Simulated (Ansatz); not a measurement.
## Counterpoise correction, worked out

The pair of Cu⁺ (SMILES [Cu+], atom 1) and NH3 (SMILES N, atoms 2–5), both closed shells, in one local arrangement (a lower one may exist), relaxed at PBE0-D4/def2-TZVP:

```
5
angstrom
Cu 0.0752 -0.1741 -1.7733
N -0.0067 0.0156 0.1587
H 0.2548 -0.8437 0.6380
H -0.9421 0.2584 0.4791
H 0.6188 0.7438 0.4976
```

Computed with Ansatz 0.2.0 (basis: def2-TZVPPD); correlated methods freeze the cores. The 3s and 3p shells of Cu and Zn are frozen; filled d shells are correlated.

MP2 total energies in eV:

| system | geometry | basis functions | energy |
| --- | --- | --- | --- |
| pair | pair | all | -46141.92030 |
| Cu⁺ | as in the pair | all (partner as ghosts) | -44603.21453 |
| NH3 | as in the pair | all (partner as ghosts) | -1536.32942 |
| Cu⁺ | as in the pair | its own | -44603.16471 |
| NH3 | as in the pair | its own | -1536.30945 |
| Cu⁺ | free (PBE0-D4 minimum) | its own | -44603.16471 |
| NH3 | free (PBE0-D4 minimum) | its own | -1536.31236 |

Work out the interaction energy with and without the counterpoise correction, the superposition error, and the binding energy from the relaxed fragments.

Without correction: -46141.92030 − (-44603.16471) − (-1536.30945) = -2.44614 eV.
With correction (each fragment in the whole basis): -46141.92030 − (-44603.21453) − (-1536.32942) = -2.37635 eV = -54.80 kcal/mol.
The superposition error is the difference, 0.06979 eV, 3 % of the uncorrected value: each fragment borrows its partner's functions.
Deformation from the free shapes: 0.00000 eV for Cu⁺ and 0.00291 eV for NH3.
Binding energy from relaxed fragments: -2.37635 + 0.00000 + 0.00291 = -2.37344 eV = -54.73 kcal/mol (electronic, without zero-point energy; negative means bound). For comparison, the corrected interaction energy by CCSD(T) at an estimated basis limit (MP2 extrapolated from triple and quadruple zeta, plus CCSD(T) − MP2 in triple zeta) is -2.424 eV.

T1 diagnostic: at most 0.023.

For scale, one of the runs: CCSD(T)/def2-TZVPPD, 155 basis functions, launched by `ansatz run in.yaml --threads 2 --pin off --events-out ev --progress --plain --max-ram 5222MiB`. Hardware: 2 CPU threads of an Arm Neoverse V1, shared host. Wall time 9.5 s; peak host memory 0.75 GiB.
